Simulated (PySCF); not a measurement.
CHO2, SMILES O=C=[OH+], charge +1. Atoms are numbered in the order given.

```xyz
4

O     -0.0173     1.2285     0.0000
C     -0.0105     0.1089     0.0000
O      0.1111    -1.1002     0.0000
H     -0.6878    -1.6791     0.0000
```
Charge +1, spin multiplicity 1.

The structure is a stationary point at PBE0-D3(BJ)/def2-TZVP. The isomer is the one that the SMILES or the coordinates give; other isomers of the formula were not compared.

All values below come from PBE0/pcSseg-2 in PySCF.

GIAO shieldings, no solvent; atoms alike by connectivity are averaged. δ = σ(ref) − σ: ¹⁷O against H2O (σ = 327.8 ppm); ¹³C against TMS (σ = 186.1 ppm); ¹H against TMS (σ = 31.54 ppm), references at their B3LYP-D3(BJ)/def2-TZVP geometries, non-relativistic.

| atoms | nucleus | count | δ (ppm) |
|---|---|---|---|
| O1 | ¹⁷O | 1 | 229.7 |
| O3 | ¹⁷O | 1 | 61.7 |
| C2 | ¹³C | 1 | (withheld) |
| H4 | ¹H | 1 | (withheld) |

**Question.** Some entries are withheld; supply them. (Estimate from the structure and the level; the computed values follow.)

**Answer.** 
- H4, δ (ppm): 9.11
- C2, δ (ppm): 131.3
